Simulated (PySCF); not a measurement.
GeH + 2 F₂ → GeF₃ + HF

Level: PBE0 in the def2-SVP basis family, all electrons, no relativity, computed in PySCF with density fitting; open shells unrestricted.

```
species                                  state and structure  ZPE (kJ/mol)  H(298 K) − H(0) (kJ/mol)  S° (J/(mol K))
    GeH                           doublet, C∞v, Ge–H 1.605 Å          11.4                       8.7           205.5
     F₂                            singlet, D∞h, F–F 1.376 Å           6.5                       8.7           201.9
   GeF₃  doublet, C3v, Ge–F 1.728 Å (×3); F–Ge–F 106.5° (×3)          17.0                      14.9           300.4
     HF                            singlet, C∞v, H–F 0.920 Å          24.9                       8.7           173.6
```

Question: Is the gas-phase reaction uphill or downhill in electronic energy at this level, and by how much?

Answer: At PBE0/def2-SVP, ΔE = -1306.9 kJ/mol, downhill. 

Question: Add zero-point, thermal and entropy terms for 298.15 K and 1 bar.

Answer: ΔZPE = 17.5 and Δ[H(298) − H(0)] = -2.5 kJ/mol give ΔH° = -1291.9 kJ/mol. ΔS° = -135.3 J/(mol K), so ΔG° = -1291.9 − 298.15 × (-0.1353) = -1252 kJ/mol.

The entropy of GeH lacks the orbital degeneracy of a ²Π state, up to R ln 2. Only the bonding shown was studied: isomers, or loss of a ligand pair, can lie lower.
